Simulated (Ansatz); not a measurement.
The cluster Cu5H4, 9 atoms. Hardware: 4 threads of Arm Neoverse V2 on a shared host.

Correlated methods freeze 45 core orbitals.

Q: How many basis functions does each of these Ansatz runs have, and roughly what does it cost? PBE0-D4/def2-TZVP, charge 0 doublet, energy, from earlier orbitals; r2SCANh-D4/def2-TZVP, charge 0 doublet, energy, from earlier orbitals; B3LYP-D4/def2-SVP, charge 0 doublet, relaxation, 24 steps; RPA@PBE/def2-TZVP, charge 0 doublet, energy, from earlier orbitals; PBE-D4/def2-SVP, charge 0 doublet, energy with a search over starts; r2SCAN-D4/def2-TZVP, charge 0 doublet, energy, from earlier orbitals; PBE-D4/def2-TZVP, charge 0 doublet, energy and forces, from earlier orbitals; LDA (SPW92)/def2-TZVP, charge 0 doublet, energy, from earlier orbitals; PBE0-D4/def2-SVP, charge 0 doublet, energy, from earlier orbitals; HF/STO-3G, charge 0 doublet, energy; MP2/def2-TZVP, charge 0 doublet, energy, from earlier orbitals; revPBE-D4/def2-TZVP, charge 0 doublet, energy, from earlier orbitals.

A: Other jobs shared the machine, so times can vary by a factor of up to 3.

```json
{"run": "LDA (SPW92)/def2-TZVP, charge 0 doublet, energy, from earlier orbitals", "functions": "249", "fitting or Cholesky vectors": "2441", "wall time": "6 s", "peak host memory (GiB)": "0.56"}
{"run": "revPBE-D4/def2-TZVP, charge 0 doublet, energy, from earlier orbitals", "functions": "249", "fitting or Cholesky vectors": "2441", "wall time": "12 s", "peak host memory (GiB)": "0.59"}
{"run": "PBE-D4/def2-TZVP, charge 0 doublet, energy and forces, from earlier orbitals", "functions": "249", "fitting or Cholesky vectors": "2441", "wall time": "12 s", "peak host memory (GiB)": "0.6"}
{"run": "PBE0-D4/def2-SVP, charge 0 doublet, energy, from earlier orbitals", "functions": "175", "fitting or Cholesky vectors": "1946", "wall time": "13 s", "peak host memory (GiB)": "1.1"}
{"run": "MP2/def2-TZVP, charge 0 doublet, energy, from earlier orbitals", "functions": "249", "fitting or Cholesky vectors": "2557", "wall time": "20 s", "peak host memory (GiB)": "1.5"}
{"run": "PBE0-D4/def2-TZVP, charge 0 doublet, energy, from earlier orbitals", "functions": "249", "fitting or Cholesky vectors": "2557", "wall time": "22 s", "peak host memory (GiB)": "1.5"}
{"run": "r2SCAN-D4/def2-TZVP, charge 0 doublet, energy, from earlier orbitals", "functions": "249", "fitting or Cholesky vectors": "2441", "wall time": "29 s", "peak host memory (GiB)": "0.72"}
{"run": "PBE-D4/def2-SVP, charge 0 doublet, energy with a search over starts", "functions": "175", "fitting or Cholesky vectors": "2152", "wall time": "31 s", "peak host memory (GiB)": "0.61"}
{"run": "r2SCANh-D4/def2-TZVP, charge 0 doublet, energy, from earlier orbitals", "functions": "249", "fitting or Cholesky vectors": "2557", "wall time": "33 s", "peak host memory (GiB)": "1.6"}
{"run": "RPA@PBE/def2-TZVP, charge 0 doublet, energy, from earlier orbitals", "functions": "249", "fitting or Cholesky vectors": "2557", "wall time": "38 s", "peak host memory (GiB)": "1.2"}
{"run": "HF/STO-3G, charge 0 doublet, energy", "functions": "94", "fitting or Cholesky vectors": "821", "wall time": "43 s", "peak host memory (GiB)": "0.75"}
{"run": "B3LYP-D4/def2-SVP, charge 0 doublet, relaxation, 24 steps", "functions": "175", "fitting or Cholesky vectors": "2118", "wall time": "3.9 min", "peak host memory (GiB)": "1.2"}
```
